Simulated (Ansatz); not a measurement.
Pulling on the As1–H2 bond in AsH (multiplicity 3 held). Energies count from the point at 1.536 Å.


R- and RO- levels are restricted; in cc, def2 and unpolarised 6-31G sets they are followed outwards from rest. Unrestricted levels (U-) break spin symmetry where that is lower. Levels need not reach the same state.

Cores are frozen in the correlated methods. Filled d and f shells under p-block atoms count as core.

Programs: Ansatz (an electronic-structure program). 

Problem. One of these levels gives 260.6 kJ/mol for the energy at R = 6.142 Å. Name it.
A) RO-PBE/cc-pVTZ
B) U-SCS-MP2/cc-pVTZ
C) U-r2SCAN/cc-pVTZ

Solution. B, U-SCS-MP2/cc-pVTZ. The others give 453.8 (RO-PBE/cc-pVTZ), 287.9 (U-r2SCAN/cc-pVTZ)

Doubts at one or more of the structures used: a restricted determinant that unrestricted orbitals would lower (RO-PBE/cc-pVTZ); a spin-contaminated determinant (U-r2SCAN/cc-pVTZ, U-SCS-MP2/cc-pVTZ).
